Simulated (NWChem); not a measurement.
SnS, singlet; SMILES [S]=[Sn]

Program: NWChem. Low-valent species are run as closed-shell singlets; no triplet was tried in these runs. The geometry was optimised at PBE0/def2-SVP. def2 effective core potentials on Sn; no spin-orbit coupling. Static field.

```
level                isotropic polarisability (bohr³)  anisotropy (bohr³)
-------------------  --------------------------------  ------------------
PBE/def2-SVPD                                    65.4                40.8
B3LYP/def2-SVPD                                  64.7                39.7
BHandHLYP/def2-SVPD                              63.5                37.3
```
